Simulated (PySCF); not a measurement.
## One elementary step

Start structure (SiH$_{4}$SeF$_{2}$, singlet), relaxed at PBE0-D4/def2-TZVP:

```json
{"atom": "Si1", "x (Å)": "-0.7482", "y (Å)": "-0.8799", "z (Å)": "-0.6136"}
{"atom": "H2", "x (Å)": "-0.9618", "y (Å)": "-0.7958", "z (Å)": "0.8414"}
{"atom": "F3", "x (Å)": "-0.8416", "y (Å)": "0.5772", "z (Å)": "-1.2428"}
{"atom": "F4", "x (Å)": "-1.9527", "y (Å)": "-1.7158", "z (Å)": "-1.2297"}
{"atom": "H5", "x (Å)": "0.5074", "y (Å)": "-1.5191", "z (Å)": "-1.0426"}
{"atom": "H6", "x (Å)": "1.3853", "y (Å)": "1.1505", "z (Å)": "2.1912"}
{"atom": "Se7", "x (Å)": "1.9614", "y (Å)": "1.0434", "z (Å)": "0.8464"}
{"atom": "H8", "x (Å)": "1.0678", "y (Å)": "2.0917", "z (Å)": "0.3428"}
```

The step: SiH₂F₂ ([F][SiH2][F]) + H₂Se → SiH₂SeF₂ ([F][SiH]([F])[SeH]) + H₂; bonds formed: Si1–Se7, H2–H6; bonds broken: Si1–H2, H6–Se7. Computed with PySCF 2.14 with density fitting (its default auxiliary sets; JK sets also for MP2 and CCSD(T)) (basis: def2-TZVPP and def2-QZVPP); correlated methods freeze the cores. Filled d shells of the heavier atoms are correlated. The def2 sets are not built for correlating such inner shells, so the correlated values are less sure here. Extrapolation: Hartree–Fock as exp(−7.88 √X), correlation as X^−2.97. Energies below are by CCSD(T) at an estimated basis limit (MP2 extrapolated from triple and quadruple zeta, plus CCSD(T) − MP2 in triple zeta).

Q: What are the electronic barrier and the energy of the step, from the start structure to the end structure? (Judge from chemistry; the value comes from the calculation.)

A: The calculation gives: Barrier 191.8 kJ/mol; step energy -34.7 kJ/mol (downhill); reverse barrier, their difference, 226.5 kJ/mol. Barrier and step energy count from the start structure, the reverse barrier from the end structure.

The saddle point: One imaginary mode of 913i cm⁻¹.
```
   pair  start (Å)  saddle (Å)  end (Å)
Si1–Se7       3.63        2.56     2.25
  H2–H6       3.33        0.95     0.75
 Si1–H2       1.47        1.69     4.27
 H6–Se7       1.47        1.89     3.52
```

Zero-point energy (harmonic, PBE0-D4): ZPE is 99.2 kJ/mol at the start and 96.8 kJ/mol at the saddle, so the barrier goes from 191.8 to 189.4 kJ/mol.

T1 diagnostic: at most 0.012. The end structure is not quite a true minimum (one mode of 89i cm⁻¹).

Labels in which every atom is bracketed show which atoms are joined, not bond orders.

For scale, one of the runs: CCSD(T)/def2-TZVPP, 208 basis functions, launched by `OMP_NUM_THREADS=4 python run.py`. The run took 20 min on 4 CPU threads of an Intel Xeon (shared host), with 3.8 GiB of host memory at its peak.
